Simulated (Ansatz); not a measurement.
**Question.** Predict a relaxed structure of SeF₂, charge 0, singlet, at r2SCAN-D4/def2-TZVP (Ansatz).

**Answer.** 
Cartesian coordinates in Å:
```
Se -0.676 -0.348 -0.131
F 0.962 -0.854 -0.424
F -0.286 1.202 0.555
```
Point group C2v (tolerance 0.1 Å). This is one stationary point.
